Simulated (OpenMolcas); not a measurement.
# Au2+ in a point-charge field

Au2+ among 6 point charges of -1.36 e arranged as a trigonal antiprism (D3d), 2.1 Å from the ion, with a polar angle of 61.9° against the regular 54.74°.
```
   0.0000    1.8516    0.9907  -1.36
  -1.6036   -0.9258    0.9907  -1.36
   1.6036   -0.9258    0.9907  -1.36
   0.0000   -1.8516   -0.9907  -1.36
   1.6036    0.9258   -0.9907  -1.36
  -1.6036    0.9258   -0.9907  -1.36
```

```
Program             : OpenMolcas
Method              : CASSCF
Basis               : ANO-RCC-VDZP [7s6p4d2f]
Scalar Hamiltonian  : DKH2, point nucleus
Active space        : 9 electrons in 5 orbitals (5d)
State averaging     : 2S+1 = 2 even, 5 roots
Spin-orbit coupling : state interaction with AMFI integrals over the reference wave functions
```

The lowest spin-free states (labels of D3, the rotations of D3d), above the lowest:

```json
{"State": "2E", "Degeneracy": "2", "E (cm-1)": "0.0", "Free-ion L (%)": "D (100)"}
{"State": "2E", "Degeneracy": "2", "E (cm-1)": "6976", "Free-ion L (%)": "D (100)"}
{"State": "2A1", "Degeneracy": "1", "E (cm-1)": "10314", "Free-ion L (%)": "D (100)"}
```

The lowest levels with spin-orbit coupling:

```json
{"E (cm-1)": "0.0", "Degeneracy": "2", "Label": "E1/2", "2S+1": "2", "g": "0.24 0.24 5.30"}
{"E (cm-1)": "2920", "Degeneracy": "2", "Label": "E3/2", "2S+1": "2", "g": "0.00 0.00 3.11"}
{"E (cm-1)": "8155", "Degeneracy": "2", "Label": "E1/2", "2S+1": "2", "g": "0.22 3.00 3.00"}
{"E (cm-1)": "16190", "Degeneracy": "2", "Label": "E3/2", "2S+1": "2", "g": "0.00 0.00 2.31"}
{"E (cm-1)": "20400", "Degeneracy": "2", "Label": "E1/2", "2S+1": "2", "g": "1.08 1.23 1.23"}
```

Powder χT (cm3 K/mol): 0.883 at 2 K, 0.886 at 10 K, 0.896 at 50 K, 0.91 at 100 K, 0.937 at 200 K, 0.963 at 300 K. The effective moment at 300 K is 2.828 √(χT) = 2.78 μB.

The lowest level has 2S+1 = 2, for which the spin-only value is χT = S(S+1) / 2 = 0.375 cm3 K/mol (g = 2). The computed 0.963 at 300 K differs by +0.588, through orbital momentum, spin-orbit coupling and any other state in reach.

An orbital doublet at a regular site is open to a Jahn-Teller distortion, which this geometry leaves out. Point charges carry no covalency, so the field is a model and not that of real ligands. No measured value stands beside these numbers.
